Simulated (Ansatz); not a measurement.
`OC1=[CH][InH][NH]1`. Total charge 0; spin multiplicity 1. In: def2 effective core potential. The geometry is a stationary point of PBE0-D4/def2-TZVP. It is one conformer, not always the lowest.

```xyz
9

O    -1.626   -0.120   -1.113
C    -0.560    0.040   -0.306
C    -0.674    0.435    1.004
In    1.337    0.163    1.292
N     0.705   -0.169   -0.795
H    -1.304   -0.170   -2.020
H    -1.563    0.819    1.477
H     2.900   -0.042    1.887
H     0.785   -0.956   -1.427
```

(1) What is the dipole moment at B3LYP/def2-TZVPP? (An estimate is asked.)

(2) And with PBE, r2SCAN, ωB97M-V? (Estimate.)

(3) Give the Mulliken charges with B3LYP, PBE, r2SCAN in def2-TZVPP. (An estimate is asked.)

Answers

(1) The calculation gave: 1.92 D, with components (1.77, -0.71, -0.11) D in this frame, pointing from negative to positive charge.

(2) The calculation gave: PBE 1.78 D, r2SCAN 1.89 D, ωB97M-V 2.09 D.

(3) Ansatz gave: 
| atom | B3LYP | PBE | r2SCAN |
| --- | --- | --- | --- |
| O1 | -0.27 | -0.22 | -0.29 |
| C2 | 0.28 | 0.21 | 0.39 |
| C3 | -0.41 | -0.37 | -0.50 |
| In4 | 0.57 | 0.49 | 0.60 |
| N5 | -0.49 | -0.44 | -0.54 |
| H6 | 0.19 | 0.19 | 0.20 |
| H7 | 0.10 | 0.08 | 0.08 |
| H8 | -0.07 | -0.06 | -0.07 |
| H9 | 0.11 | 0.12 | 0.13 |

B3LYP here is the variant with VWN-RPA as its local correlation; programs differ in this.
